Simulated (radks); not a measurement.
Q: The cadmium ion Cd12+ is in [Kr]. Calculated with a radial shooting solver on a logarithmic mesh with Libxc functionals: non-relativistic Kohn-Sham, PBE, spin-polarised, spherical densities, point nucleus. Open shells are filled with parallel spins first. One electron is removed from 3d, 3p, 4p, 4s in turn, with full relaxation. Which removal costs least, and what does each cost?

A: 4p 305.65 eV; 4s 341.97 eV; 3d 686.23 eV; 3p 872.49 eV. The 4p electron leaves first.
